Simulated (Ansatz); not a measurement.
Li₃Sn₂, relaxed as a doublet with UKS PBE0-D4/def2-TZVP in Ansatz, starting from the GFN2-xTB geometry. Force threshold 0.02 eV/Å.

In the def2 sets Sn takes a core potential; there is no spin–orbit coupling. The structure comes from a short search, and lower isomers may exist.

Start:

Cartesian coordinates in Å:
```
Li -1.446 2.279 -0.266
Li -0.029 0.614 0.865
Li -0.786 0.447 -1.831
Sn 0.788 -1.537 -0.630
Sn 1.473 -1.802 1.863
```

Task: Estimate the energy that the relaxation releases and the steps that it takes.

Result: 1.55 eV, in 26 steps; 2.7 min on 2 threads of Arm Neoverse V2 on a shared host. No frequencies were taken in this run, so the end may be a saddle point.

Task: Does the start keep its bonding and symmetry?

Result: Bonds lost: Li1–Li3, Li2–Li3 (atoms count from 1). Bonds formed: Li1–Sn4, Li1–Sn5 (atoms count from 1). Metal–metal contacts that move far: Li1–Li2 2.46 to 3.03 Å. The end is the same structure that another start reached, the lowest one found.

Task: Predict the relaxed structure.

Result: 
```xyz
5

Li   -1.525    0.707    0.631
Li    1.496    0.882    0.472
Li   -0.185    0.864   -2.389
Sn    0.034   -1.198   -0.705
Sn    0.180   -1.255    1.991
```
Bond lengths (bridged metal pairs left out): 5 × Li–Sn 2.67 to 2.93 Å; 1 × Li–Li 3.03 Å; 1 × Sn–Sn 2.70 Å.
